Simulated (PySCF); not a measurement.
All of these have the formula CH8F2Si3. Level of theory: TDDFT PBE0/def2-SVPD, vertical, gas phase, core orbitals frozen in the response in PySCF. Geometries: GFN2-xTB; one conformer of each isolated species. Triplets are in the Tamm–Dancoff approximation.

A. `F[SiH2]C([SiH3])[SiH2]F`
B. `C[Si@](F)([SiH3])[SiH2]F`
C. `F[C@@H]([SiH3])[Si@H](F)[SiH3]`
D. `F[C@@H]([SiH3])[Si@@H](F)[SiH3]`

Lowest singlet levels (six at most, fewer where fewer were computed) with oscillator strengths:

1. 209 nm (f 0.035); 195 nm (f 0.011); 184 nm (f 0.047); 174 nm (f 0.019); 172 nm (f 0.001); 162 nm (f 0.006); T1 5.41 eV
2. 213 nm (f 0.053); 187 nm (f 0.082); 186 nm (f 0.012); 176 nm (f 0.012); 166 nm (f 0.013); 164 nm (f 0.077); T1 5.26 eV
3. 227 nm (f 0.095); 210 nm (f 0.008); 193 nm (f 0.102); 180 nm (f 0.004); 176 nm (f 0.066); 168 nm (f 0.032); T1 4.63 eV
4. 177 nm (f 0.018); 173 nm (f 0.019); 160 nm (f 0.005); 158 nm (f 0.002); 156 nm (f 0.033); 155 nm (f 0.004); T1 6.63 eV

Question: Match each spectrum to its molecule.

Answer: 1 = D, 2 = C, 3 = B, 4 = A.
- A: S1 at 7.01 eV, HOMO→LUMO (97%); Löwdin shares by element: HOMO carbon 30%, silicon 26% or more, hydrogen 8% or more (atoms not listed hold the other 36%); LUMO silicon 50%, carbon 13% (atoms not listed hold the other 36%); HOMO -8.97 and LUMO -0.67 eV.
- B: S1 at 5.46 eV, HOMO→LUMO (95%); Löwdin shares by element: HOMO silicon 64%, fluorine 9% or more (atoms not listed hold the other 27%); LUMO silicon 69%, hydrogen 6% or more (atoms not listed hold the other 25%); HOMO -8.18 and LUMO -1.52 eV.
- C: S1 at 5.82 eV, HOMO→LUMO (97%); Löwdin shares by element: HOMO silicon 30% or more, carbon 26%, fluorine 15% or more (atoms not listed hold the other 29%); LUMO silicon 51% or more, carbon 10%, hydrogen 7% or more (atoms not listed hold the other 32%); HOMO -8.15 and LUMO -1.00 eV.
- D: S1 at 5.92 eV, HOMO→LUMO (98%); Löwdin shares by element: HOMO carbon 31%, silicon 27% or more, fluorine 20% or more (atoms not listed hold the other 22%); LUMO silicon 51% or more, carbon 9%, hydrogen 7% or more (atoms not listed hold the other 32%); HOMO -8.31 and LUMO -1.01 eV.
C and D have S1 within 0.11 eV of each other; their strongest listed levels stand at 6.63 eV (f 0.082) and 6.74 eV (f 0.047).
